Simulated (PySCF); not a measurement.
# `C(#N)/C=C/C=C/O`, C₅H₅NO

Geometry:
```
atom   x (Å)   y (Å)   z (Å)
  N1  -4.048   0.441   0.556
  C2  -2.981   0.018   0.595
  C3  -1.683  -0.507   0.648
  C4  -0.616   0.155   0.163
  C5   0.719  -0.353   0.205
  C6   1.764   0.329  -0.285
  O7   3.021  -0.162  -0.238
  H8  -1.584  -1.482   1.106
  H9  -0.759   1.129  -0.288
 H10   0.888  -1.324   0.647
 H11   1.628   1.305  -0.738
 H12   3.651   0.450  -0.633
```

Method used: PySCF 2.14.0, quadratic response PBE0/def2-SVPD first hyperpolarisability, Taylor convention, gas phase. Geometry: GFN2-xTB.

(1) Give the tensor of the second harmonic β(−2ω;ω,ω) at 1907 nm in the axes of these coordinates.

Answers

(1) In au, Taylor convention; rows are the first index (the induced dipole):
```csv
,xx,yy,zz,xy,xz,yz
x,+706.4,-17.6,-4.3,-105.7,-57.4,+24.1
y,-98.5,+1.6,-4.3,-17.7,+22.8,+1.8
z,-61.0,+1.8,+3.6,+23.9,-4.2,-4.5
```
Norm of βᵢ = ⅓ Σⱼ (βᵢⱼⱼ + βⱼᵢⱼ + βⱼⱼᵢ): 694.7 au, hyper-Rayleigh value 297.9 au.
